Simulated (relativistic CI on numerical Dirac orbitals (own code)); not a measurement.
**Slater and spin-orbit integrals, Bi LXXX**

Computed by Dirac-Coulomb-Breit CI, KLI orbitals optimised for each configuration, a model potential for QED, unscaled Slater integrals (own radial code, finite nucleus).

Slater integrals F^k, G^k are unscaled and averaged over j, outside the closed core 1s2; ζ comes from projecting the Hamiltonian with its Breit term on Σ l·s of the shell.

- 2s2p: G^1(2s,2p) = 1.7746e+06, ζ(2p) = 1.3579e+07 cm⁻¹; <r>(2s) = 0.0632, <r^2>(2s) = 0.004776, <r>(2p) = 0.05685, <r^2>(2p) = 0.003959 (bohr units).
- 2p²: F^2(2p,2p) = 1.6358e+06, ζ(2p) = 1.3557e+07 cm⁻¹; <r>(2p) = 0.0569, <r^2>(2p) = 0.003965 (bohr units).
- 2p3s: ζ(2p) = 1.3694e+07, G^1(2p,3s) = 184120 cm⁻¹; <r>(2p) = 0.05673, <r^2>(2p) = 0.003943, <r>(3s) = 0.1489, <r^2>(3s) = 0.02544 (bohr units).

Averages of the first 10 configurations, taken without configuration mixing, which lowers the lowest level and can move excited configurations by several eV; other configurations of the list can lie among them:

| Configuration | Parity | States | Average energy above the lowest level (eV) |
| --- | --- | --- | --- |
| 2s² | even | 1 | 11.5 |
| 2s2p | odd | 12 | 1929.1 |
| 2p² | even | 15 | 3920.3 |
| 2p3s | odd | 12 | 16363.8 |
| 2p3p | even | 36 | 16941.2 |
| 2s3s | even | 4 | 14413.0 |
| 2s3p | odd | 12 | 14998.2 |
| 2s3d | even | 20 | 15405.0 |
| 2s4s | even | 4 | 19305.5 |
| 2s4p | odd | 12 | 19548.0 |
